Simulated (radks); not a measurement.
Task: V V, 19 electrons, occupied as [Ar] 3d1 (the NIST ground configuration). Calculated with a radial shooting solver on a logarithmic mesh with Libxc functionals: scalar-relativistic Kohn-Sham, LDA (Slater exchange, Perdew-Wang correlation), spin-polarised, spherical densities, finite nucleus; open shells are filled with parallel spins first; Fermi nuclear charge, rms radius 3.6002 fm. Some entries of the table are withheld. Estimate them.

orbital,occ.,eigenvalue (eV),r(max) (bohr)
1s down,1,-5406.906,0.04358
1s up,1,-5406.905,0.04358
2s up,1,-658.4540,0.2562
2s down,1,-657.9285,0.2562
2p up,3,(1),0.2081
2p down,3,(2),0.2081
3s up,1,-123.4746,0.8103
3s down,1,-122.2512,0.8106
3p up,3,(3),0.8279
3p down,3,(4),0.8285
3d up,1,-55.9946,0.8115
3d down,0,-54.8352,0.8140

Result: 
(1) 2p up eigenvalue (eV): -560.0327
(2) 2p down eigenvalue (eV): -559.6228
(3) 3p up eigenvalue (eV): -96.9289
(4) 3p down eigenvalue (eV): -95.7341
